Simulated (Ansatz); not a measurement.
Isomers of B₆N (doublet), relaxed with B3LYP-D4/def2-SVP; total energies from Ansatz at ωB97M-V/def2-TZVP.

| isomer | description | energy (Eh) |
| --- | --- | --- |
| A | point group Cs; 6 × B–B 1.52 to 1.90 Å; 2 × B–N 1.34 Å | -203.61678 |
| B | point group C2v; 8 × B–B 1.61 to 1.91 Å; 2 × B–N 1.35 Å | -203.62242 |
| C | point group Cs; 6 × B–B 1.57 to 1.60 Å; 4 × B–N 1.59 to 1.83 Å | -203.50617 |

The isomers come from a short search, and lower ones may exist.

Question: Work out the relative energies (1 Eh = 2625.5 kJ/mol) and the Boltzmann populations at 800 K from electronic energies alone (R = 8.314 J/mol/K).

Answer: ΔE: A 14.8, B 0.0, C 305.2 kJ/mol. RT = 6.65 kJ/mol. Factors exp(−ΔE/RT): A 0.108, B 1, C 1.17e-20; sum 1.108. Populations: A 9.7 %, B 90.3 %, C 0.0 %. Zero-point energy, vibrational entropy and symmetry numbers are left out and can shift these; an error of 4 kJ/mol changes a ratio by a factor of 1.8. Over the other density-functional and correlated levels in def2 sets, the gap between B and A ranges from 4 to 27 kJ/mol.
